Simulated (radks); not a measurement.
Results of a calculation; reference values are marked as such.
Question: All-electron atom: Rh11+ in [Ar] 3d10 4s2 4p4. Level of theory: non-relativistic Kohn-Sham, LDA (Slater exchange, Perdew-Zunger correlation), spin-polarised, spherical densities, point nucleus; open shells are filled with parallel spins first (spin-orbit coupling, left out, can overturn this in heavy ions); relativity is left out, which matters for an element this heavy (a radial shooting solver on a logarithmic mesh with Libxc functionals). Some entries of the table are withheld. Estimate them.

orbital,occ.,eigenvalue (Ry),<r^2> (bohr^2),r(max) (bohr)
1s up,1,-1659.056,0.001536,0.02242
1s down,1,-1659.013,0.001536,0.02242
2s up,1,-250.3370,0.02551,0.1248
2s down,1,-250.3083,0.02551,0.1248
2p up,3,-233.4719,0.01932,0.09790
2p down,3,-233.4324,0.01932,0.09790
3s up,1,-57.70766,0.1846,0.3626
3s down,1,-57.65723,0.1844,0.3626
3p up,3,-51.02386,0.1802,0.3489
3p down,3,-50.96918,0.1799,0.3489
3d up,5,-38.69402,0.1599,0.2895
3d down,5,-38.64003,0.1595,0.2895
4s up,1,-20.19275,0.9493,0.8671
4s down,1,-19.95887,0.9516,0.8662
4p up,3,-17.91663,1.029,0.8946
4p down,1,-17.68642,1.033,0.8940
4d up,0,-14.03411,1.221,0.9539
4d down,0,-13.81833,1.233,0.9547
5s up,0,-9.94500,3.309,1.717
4f up,0,-9.88620,(1),(2)
5s down,0,-9.86345,3.350,1.726
4f down,0,-9.69535,(3),(4)
5p up,0,(5),3.665,1.806
5p down,0,(6),3.714,1.817

Answer: 
(1) 4f up <r^2> (bohr^2): 1.553
(2) 4f up r(max) (bohr): 1.007
(3) 4f down <r^2> (bohr^2): 1.588
(4) 4f down r(max) (bohr): 1.013
(5) 5p up eigenvalue (Ry): -9.02904
(6) 5p down eigenvalue (Ry): -8.95646
